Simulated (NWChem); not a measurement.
All runs are NWChem calculations. System: GeS, charge 0, spin multiplicity 1, at a geometry optimised with PBE0/def2-SVP. The structure started from a generated list of species. Level: EOM-CCSD/def2-SVPD, 14 core orbitals frozen.

Input file:

```
start mol
memory heap 100 mb stack 700 mb global 1900 mb
geometry units angstroms nocenter noautoz
  Ge     0.000000     0.000000     0.672680
  S      0.000000     0.000000    -1.345359
  symmetry group C2v
end
basis spherical
  * library def2-svpd
end
scf
  rhf
  nopen 0
  maxiter 100
  thresh 1e-7
  semidirect memsize 60000000 filesize 0
end
tce
  freeze core 14
  ccsd
  nroots 1
  2eorb
  2emet 13
  thresh 1e-5
  maxiter 200
  tilesize 24
end
task tce energy
```

NWChem printed:

```
             Northwest Computational Chemistry Package (NWChem) 7.3.0
             --------------------------------------------------------

                                NWChem Input Module
                                -------------------

 Scaling coordinates for geometry "geometry" by  1.889725989
 (inverse scale =  0.529177249)

 Turning off AUTOSYM since
 SYMMETRY directive was detected!

                             Geometry "geometry" -> ""
                             -------------------------

 Output coordinates in angstroms (scale by  1.889725989 to convert to a.u.)

  No.       Tag          Charge          X              Y              Z
 ---- ---------------- ---------- -------------- -------------- --------------
    1 Ge                  32.0000     0.00000000     0.00000000     0.67268000
    2 S                   16.0000     0.00000000     0.00000000    -1.34535900

 Effective nuclear repulsion energy (a.u.)     134.2584318181

            Nuclear Dipole moment (a.u.)
            ----------------------------
        X                 Y               Z
 ---------------- ---------------- ----------------
     0.0000000000     0.0000000000     0.0000302356

      Symmetry information
      --------------------

 Group name             C2v
 Group number             16
 Group order               4
 No. of unique centers     2

      Symmetry unique atoms

     1    2


 Summary of "ao basis" -> "" (spherical)
 ------------------------------------------------------------------------------
       Tag                 Description            Shells   Functions and Types
 ---------------- ------------------------------  ------  ---------------------
 *                         def2-svpd                  on all atoms

 Summary of "ao basis" -> "ao basis" (spherical)
 ------------------------------------------------------------------------------
       Tag                 Description            Shells   Functions and Types
 ---------------- ------------------------------  ------  ---------------------
 Ge                        def2-svpd                14       38   6s4p4d
 S                         def2-svpd                11       27   5s4p2d

                                 NWChem SCF Module
                                 -----------------

  ao basis        = "ao basis"
  functions       =    65
  atoms           =     2
  closed shells   =    24
  open shells     =     0
  charge          =   0.00
  wavefunction    = RHF
  use symmetry    = T
  symmetry adapt  = T

 Summary of "ao basis" -> "ao basis" (spherical)
 ------------------------------------------------------------------------------
       Tag                 Description            Shells   Functions and Types
 ---------------- ------------------------------  ------  ---------------------
 Ge                        def2-svpd                14       38   6s4p4d
 S                         def2-svpd                11       27   5s4p2d

      Symmetry analysis of basis
      --------------------------

        a1         31
        a2          6
        b1         14
        b2         14

 Forming initial guess at       0.1s

      Superposition of Atomic Density Guess
      -------------------------------------

 Sum of atomic energies:       -2472.39533961

      Non-variational initial energy
      ------------------------------

 Total energy =   -2472.592450
 1-e energy   =   -3711.683092
 2-e energy   =    1104.832211
 HOMO         =      -0.286345
 LUMO         =      -0.038391

      Symmetry analysis of molecular orbitals - initial
      -------------------------------------------------

 !! scf_movecs_sym_adapt:   40 vectors were symmetry contaminated

  Symmetry fudging

 !! scf_movecs_sym_adapt:   38 vectors were symmetry contaminated

  Numbering of irreducible representations:

     1 a1          2 a2          3 b1          4 b2

  Orbital symmetries:

     1 a1          2 a1          3 a1          4 a1          5 b2
     6 b1          7 a1          8 a1          9 a1         10 b2
    11 b1         12 a1         13 b1         14 b2         15 a1
    16 b1         17 b2         18 a1         19 a2         20 a1
    21 a1         22 b2         23 b1         24 a1         25 b2
    26 b1         27 a1         28 a1         29 a1         30 b1
    31 b2         32 a1         33 a2         34 a1

 Starting SCF solution at       0.8s

 ----------------------------------------------
         Quadratically convergent ROHF

 Convergence threshold     :          1.000E-07
 Maximum no. of iterations :          100
 Final Fock-matrix accuracy:          1.000E-09
 ----------------------------------------------

              iter       energy          gnorm     gmax       time
             ----- ------------------- --------- --------- --------
                 1    -2472.4931874263  6.97D-01  2.32D-01      0.8
                 2    -2472.5447439036  1.50D-01  5.48D-02      0.8
                 3    -2472.5480961324  1.22D-02  3.84D-03      0.8
                 4    -2472.5481130405  6.44D-05  2.15D-05      0.9
                 5    -2472.5481130410  1.57D-09  3.81D-10      1.0

       Final RHF  results
       ------------------

         Total SCF energy =  -2472.548113041017
      One-electron energy =  -3711.828815409627
      Two-electron energy =   1105.022270550471
 Nuclear repulsion energy =    134.258431818139

        Time for solution =      0.2s

       Symmetry analysis of molecular orbitals - final
       -----------------------------------------------

  Numbering of irreducible representations:

     1 a1          2 a2          3 b1          4 b2
[...]
 imaxsize ichop =        0


CCSD iterations
 ---------------------------------------------------------
 Iter          Residuum       Correlation     Cpu    Wall
 ---------------------------------------------------------
    1   0.1424435142945  -0.3435463539764     0.3     0.3
    2   0.0347820827431  -0.3419345737050     0.3     0.3
    3   0.0121717146235  -0.3495759878306     0.3     0.3
    4   0.0058128070485  -0.3502305568680     0.3     0.3
    5   0.0026418366346  -0.3510900221855     0.3     0.3
    6   0.0010597912975  -0.3514652606886     0.3     0.3
    7   0.0007505376426  -0.3514414556038     0.3     0.3
    8   0.0003352597573  -0.3514792407982     0.3     0.3
    9   0.0002594961144  -0.3514707051190     0.3     0.3
   10   0.0001303596756  -0.3514863701419     0.3     0.3
   11   0.0000176626559  -0.3514951900187     0.3     0.3
   12   0.0000066428001  -0.3514949339084     0.3     0.3
 -----------------------------------------------------------------
 Iterations converged
 CCSD correlation energy / hartree =        -0.351494933908383
 CCSD total energy / hartree       =     -2472.899607974925402

 Singles contributions

 Doubles contributions

 Ground-state symmetry is a1

 =========================================
 Excited-state calculation ( a1  symmetry)
 =========================================
 Dim. of EOMCC iter. space      500

 EOMCCSD SOLVER TYPE  1
  maxdiff =   0.39694254371177712

 No. of initial right vectors    2

 EOM-CCSD right-hand side iterations
 --------------------------------------------------------------
      Residuum       Omega / hartree  Omega / eV    Cpu    Wall
 --------------------------------------------------------------

 Iteration   1 using    2 trial vectors
   0.4428203727194   0.2567009788309    6.98519     0.8     0.8

 Iteration   2 using    3 trial vectors
   0.1155577681037   0.1582730297931    4.30683     0.3     0.3

 Iteration   3 using    4 trial vectors
   0.0439785108637   0.1515260124370    4.12323     0.3     0.3

 Iteration   4 using    5 trial vectors
   0.0150776319246   0.1508991783342    4.10618     0.3     0.3

 Iteration   5 using    6 trial vectors
   0.0058007853100   0.1506418170355    4.09917     0.3     0.3

 Iteration   6 using    7 trial vectors
   0.0024463086371   0.1505801631819    4.09750     0.3     0.3

 Iteration   7 using    8 trial vectors
   0.0010234374295   0.1505771755062    4.09742     0.3     0.3

 Iteration   8 using    9 trial vectors
   0.0003489829833   0.1505762218580    4.09739     0.3     0.3

 Iteration   9 using   10 trial vectors
   0.0001123376281   0.1505765514607    4.09740     0.3     0.3

 Iteration  10 using   11 trial vectors
   0.0000427728470   0.1505756754373    4.09737     0.4     0.4

 Iteration  11 using   12 trial vectors
   0.0000183975169   0.1505756748373    4.09737     0.5     0.5

 Iteration  12 using   13 trial vectors
   0.0000076738658   0.1505758150205    4.09738     0.5     0.5
 --------------------------------------------------------------
 Iterations converged
 ------------------

 Excited state root  1
 Excitation energy / hartree =        0.150575815020484
                   / eV      =        4.097378145602709
 largest EOMCCSD amplitudes: R1 and R2

 Singles contributions
    25b1  (alpha) ---    24b1  (alpha)       -0.6303595303
    26b2  (alpha) ---    23b2  (alpha)        0.6303595303

 Doubles contributions
    25b1  (alpha)    25b1  (beta ) ---    24b1  (alpha)    24b1  (beta )        0.2009393167
    26b2  (alpha)    26b2  (beta ) ---    23b2  (alpha)    23b2  (beta )       -0.2009393167

 =========================================
 Excited-state calculation ( a2  symmetry)
 =========================================
 Dim. of EOMCC iter. space      500

 EOMCCSD SOLVER TYPE  1
  maxdiff =   0.39694254371178050

 No. of initial right vectors    2

 EOM-CCSD right-hand side iterations
 --------------------------------------------------------------
      Residuum       Omega / hartree  Omega / eV    Cpu    Wall
 --------------------------------------------------------------

 Iteration   1 using    2 trial vectors
   0.4292476383334   0.2489932323631    6.77545     1.2     1.2

 Iteration   2 using    3 trial vectors
   0.0974953694261   0.1555979175701    4.23404     0.4     0.4

 Iteration   3 using    4 trial vectors
   0.0348315069732   0.1508583949245    4.10507     0.4     0.4

 Iteration   4 using    5 trial vectors
   0.0126465609968   0.1501498490165    4.08579     0.4     0.4

 Iteration   5 using    6 trial vectors
   0.0052926666465   0.1499597106909    4.08061     0.4     0.4

 Iteration   6 using    7 trial vectors
   0.0019504477278   0.1499132002776    4.07935     0.4     0.4

 Iteration   7 using    8 trial vectors
   0.0006756415250   0.1499079372301    4.07920     0.4     0.4

 Iteration   8 using    9 trial vectors
   0.0002111741013   0.1499098691855    4.07926     0.4     0.4

 Iteration   9 using   10 trial vectors
   0.0000727601587   0.1499103327069    4.07927     0.4     0.4

 Iteration  10 using   11 trial vectors
   0.0000273499538   0.1499100666646    4.07926     0.3     0.3

 Iteration  11 using   12 trial vectors
   0.0000083954158   0.1499102030913    4.07927     0.3     0.3
 --------------------------------------------------------------
 Iterations converged
 ------------------

 Excited state root  1
 Excitation energy / hartree =        0.149910203091347
                   / eV      =        4.079265915750098
 largest EOMCCSD amplitudes: R1 and R2

 Singles contributions
    25b1  (alpha) ---    23b2  (alpha)       -0.6424267665
    26b2  (alpha) ---    24b1  (alpha)        0.6424267665

 Doubles contributions

 =========================================
 Excited-state calculation ( b1  symmetry)
 =========================================
 Dim. of EOMCC iter. space      500

 EOMCCSD SOLVER TYPE  1
  maxdiff =   0.40452471968637504

 No. of initial right vectors    1

 EOM-CCSD right-hand side iterations
 --------------------------------------------------------------
      Residuum       Omega / hartree  Omega / eV    Cpu    Wall
 --------------------------------------------------------------

 Iteration   1 using    1 trial vectors
   0.4249984396494   0.2550517230096    6.94031     0.5     0.5

 Iteration   2 using    2 trial vectors
   0.1088452199592   0.1719746398575    4.67967     0.4     0.4

 Iteration   3 using    3 trial vectors
   0.0460837453561   0.1660546333303    4.51858     0.4     0.4

 Iteration   4 using    4 trial vectors
   0.0209101224802   0.1643036496232    4.47093     0.5     0.5

 Iteration   5 using    5 trial vectors
   0.0085577454940   0.1637786804417    4.45665     0.4     0.4

 Iteration   6 using    6 trial vectors
   0.0039566595571   0.1637356747478    4.45548     0.3     0.3

 Iteration   7 using    7 trial vectors
   0.0020400452136   0.1637082511578    4.45473     0.3     0.3

 Iteration   8 using    8 trial vectors
   0.0009914034047   0.1637236482321    4.45515     0.4     0.4

 Iteration   9 using    9 trial vectors
   0.0004135211033   0.1637258790611    4.45521     0.3     0.3

 Iteration  10 using   10 trial vectors
   0.0001535439298   0.1637249750675    4.45519     0.4     0.4

 Iteration  11 using   11 trial vectors
   0.0000599423404   0.1637255847163    4.45520     0.3     0.3

 Iteration  12 using   12 trial vectors
   0.0000217120719   0.1637251623762    4.45519     0.3     0.3

 Iteration  13 using   13 trial vectors
   0.0000085202036   0.1637251539266    4.45519     0.3     0.3
 --------------------------------------------------------------
 Iterations converged
 ------------------

 Excited state root  1
 Excitation energy / hartree =        0.163725153926593
                   / eV      =        4.455190015030000
 largest EOMCCSD amplitudes: R1 and R2

 Singles contributions
    25b1  (alpha) ---    22a1  (alpha)       -0.9118948864
    36b1  (alpha) ---    22a1  (alpha)       -0.1156824658

 Doubles contributions

 =========================================
 Excited-state calculation ( b2  symmetry)
 =========================================
 Dim. of EOMCC iter. space      500

 EOMCCSD SOLVER TYPE  1
  maxdiff =   0.40452471968637843

 No. of initial right vectors    1

 EOM-CCSD right-hand side iterations
 --------------------------------------------------------------
      Residuum       Omega / hartree  Omega / eV    Cpu    Wall
 --------------------------------------------------------------

 Iteration   1 using    1 trial vectors
   0.4249984396494   0.2550517230096    6.94031     0.5     0.5

 Iteration   2 using    2 trial vectors
   0.1088452199592   0.1719746398575    4.67967     0.3     0.3

 Iteration   3 using    3 trial vectors
   0.0460837453561   0.1660546333303    4.51858     0.3     0.3

 Iteration   4 using    4 trial vectors
   0.0209101224802   0.1643036496232    4.47093     0.4     0.4

 Iteration   5 using    5 trial vectors
   0.0085577454940   0.1637786804417    4.45665     0.4     0.4

 Iteration   6 using    6 trial vectors
   0.0039566595571   0.1637356747478    4.45548     0.3     0.3

 Iteration   7 using    7 trial vectors
   0.0020400452136   0.1637082511578    4.45473     0.3     0.3

 Iteration   8 using    8 trial vectors
   0.0009914034047   0.1637236482321    4.45515     0.3     0.3

 Iteration   9 using    9 trial vectors
   0.0004135211033   0.1637258790611    4.45521     0.3     0.3

 Iteration  10 using   10 trial vectors
   0.0001535439298   0.1637249750675    4.45519     0.4     0.4

 Iteration  11 using   11 trial vectors
   0.0000599423404   0.1637255847163    4.45520     0.3     0.3

 Iteration  12 using   12 trial vectors
   0.0000217120719   0.1637251623762    4.45519     0.3     0.3

 Iteration  13 using   13 trial vectors
   0.0000085202036   0.1637251539266    4.45519     0.3     0.3
 --------------------------------------------------------------
 Iterations converged
 ------------------

 Excited state root  1
 Excitation energy / hartree =        0.163725153926590
                   / eV      =        4.455190015029915
 largest EOMCCSD amplitudes: R1 and R2

 Singles contributions
    26b2  (alpha) ---    22a1  (alpha)        0.9118948864
    35b2  (alpha) ---    22a1  (alpha)       -0.1156824658

 Doubles contributions

 Task  times  cpu:       29.4s     wall:       29.4s

 Total times  cpu:       29.5s     wall:       29.5s
```
